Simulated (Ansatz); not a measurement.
Cost and result for the atomization energy of `C[SiH](Cl)[SiH2]O` (12 atoms, 11 bonds).

```xyz
12

C     0.1724    1.0149   -1.6370
Si    0.7045   -0.3515   -0.4876
Cl   -0.1701   -2.1313   -1.1378
Si   -0.1034   -0.1592    1.7090
O    -1.7070   -0.5575    1.7016
H     0.4614    0.7892   -2.6657
H    -0.9102    1.1524   -1.6015
H     0.6480    1.9544   -1.3417
H     2.1761   -0.5536   -0.5640
H     0.6907   -1.0500    2.6031
H    -0.0212    1.2297    2.2289
H    -1.9411   -1.3374    1.1928
```

Total charge 0; spin multiplicity 1. All single points use the PBE0-D4/def2-TZVP geometry. It is one conformer, not always the lowest. Program: Ansatz. All runs use 4 threads of an Arm Neoverse V1 on a shared host. Times are those of one run each, without the atoms' runs, and a repeat can differ threefold. Electronic energies, without spin–orbit coupling; frozen cores. CCSD(T)/CBS adds CCSD(T) − MP2 in def2-TZVPP to the MP2 limit, and its time is that of the two runs behind it. T1 = 0.011. B3LYP takes the VWN-RPA correlation (the form of Gaussian; ORCA's B3LYP/G).

CCSD(T)/CBS is a level of theory with its own doubt, some kJ/mol a heavy atom from the limit and from the frozen cores, so smaller differences don't rank the functionals.

| level | functions | wall time | atomization (kJ/mol) | difference from CCSD(T)/CBS | per bond |
| --- | --- | --- | --- | --- | --- |
| PBE-D4/def2-TZVPP (with forces) | 286 | 3.5 s | 4166.5 | 3.5 | 0.3 |
| PBE0-D4/def2-TZVPP | 286 | 4.7 s | 4126.4 | -36.6 | -3.3 |
| r2SCAN-D4/def2-TZVPP (with forces) | 286 | 7 s | 4160.0 | -3.0 | -0.3 |
| B3LYP-D4/def2-TZVPP (with forces) | 286 | 7.5 s | 4135.1 | -27.9 | -2.5 |
| B2PLYP/def2-TZVPP | 286 | 7.5 s | 4090.1 | -72.9 | -6.6 |
| ωB97X-V/def2-TZVPP | 286 | 12 s | 4173.7 | 10.7 | 1.0 |
| ωB97M-V/def2-TZVPP (with forces) | 286 | 17 s | 4161.2 | -1.8 | -0.2 |
| MP2/def2-QZVPP | 534 | 31 s | 4159.2 | -3.8 | -0.3 |
| CCSD(T)/def2-TZVPP | 286 | 4.7 min | 4046.1 | -116.9 | -10.6 |
| CCSD(T)/CBS(def2) | – | 5.2 min | 4163.0 | 0.0 | 0.0 |

From PBE to PBE0 (25 % exact exchange), in def2-TZVPP and without D4, the atomization energy moves by −36.0 kJ/mol: exact exchange takes away binding that semilocal exchange gives to molecules. The D4 term adds +48.0 kJ/mol with B3LYP and +25.5 kJ/mol with PBE0; it sums over pairs of atoms, weighted by their polarisabilities, and B3LYP, whose exchange is more repulsive, gets the larger term. In def2-TZVPP, CCSD(T) changes the Hartree–Fock value by +940.7 kJ/mol (the triples alone add +50.4 kJ/mol) and MP2 by +984.2 kJ/mol; breaking electron pairs costs correlation energy, which Hartree–Fock lacks.
